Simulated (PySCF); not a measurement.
## Working out the ionisation energy of Ga

Ga [Ar] 3d10 4s2 4p1 (2P) → Ga⁺ [Ar] 3d10 4s2 (1S). All numbers are calculated (PySCF 2.14, scalar relativity by spin-free X2C-1e, in Sapporo-DKH3-DZP-2012). Frozen: [Ar] 3d10. Energies in hartree (1 hartree = 27.21139 eV):

| part | Ga (lower) | Ga⁺ (upper) |
| --- | --- | --- |
| UHF | -1942.130986 | -1941.927505 |
| CCSD correlation | -0.042418 | -0.032941 |
| (T) | -0.000522 | 0.000000 |

Question: What does Hartree-Fock give?

Answer: (-1941.927505) − (-1942.130986) = 0.203481 hartree = 5.537 eV.

Question: What do CCSD and CCSD(T) give?

Answer: The CCSD correlation energies differ by 0.009477 hartree = 0.258 eV and the triples by 0.000522 hartree = 0.014 eV, so CCSD gives 5.795 eV and CCSD(T) 5.809 eV.

Measured between the centres of the two terms (NIST): 5.931 eV, so CCSD(T) (valence) is off by -0.122 eV.

A double-zeta basis recovers only part of the correlation energy.

What remains against the reference includes basis incompleteness, the frozen core and higher excitations.
